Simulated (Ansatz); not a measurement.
Species: CN, charge 0, doublet. CN (SMILES [C-]#[N+], doublet).
B3LYP-D3(BJ)/def2-TZVP minimum from Ansatz (an electronic-structure program):
```
C
N 1 1.1622
```
Charge 0, spin multiplicity 2.

Wanted: atomisation energy (electronic, to ground-state atoms), in kcal/mol. UHF or UKS for unpaired electrons; spin-orbit terms are left out. CBS(X,Y): correlation extrapolated as X^-3, Hartree-Fock from the larger set (Q,5: extrapolated as (X+1)exp(-9√X)). A bracket is a step between two methods taken in the basis named. Functionals run without relativity, which enters their misses. 'core' is core correlation in cc-pwCVTZ, 'X2C' scalar relativity in cc-pVTZ-DK, both at CCSD(T). The UHF reference of CN ([C-]#[N+], doublet) is spin-contaminated (<S^2> up to 0.37 over the pure value in the sets run).

CCSD(T)/CBS(cc-pVQZ,cc-pV5Z) + [CCSDT(Q) - CCSD(T)]/cc-pVQZ + [CCSDTQ - CCSDT(Q)]/cc-pVDZ + core + X2C (Ansatz) gives 181.0 kcal/mol.

Question: How far off this value is PBE/def2-TZVPD (Ansatz), in which direction, and which of these levels come nearer: PBE0/def2-TZVPD, wB97M-V/def2-TZVPD, CCSD(T)/CBS(cc-pVQZ,cc-pV5Z) + core + X2C?

Answer: PBE gives 197.2 kcal/mol, 16.2 kcal/mol above it. Differences of the others: PBE0/def2-TZVPD (Ansatz) -2.4; wB97M-V/def2-TZVPD (Ansatz) -5.2; CCSD(T)/CBS(cc-pVQZ,cc-pV5Z) + core + X2C (Ansatz) -1.9 kcal/mol. Nearer than PBE: PBE0/def2-TZVPD, wB97M-V/def2-TZVPD, CCSD(T)/CBS(cc-pVQZ,cc-pV5Z) + core + X2C.
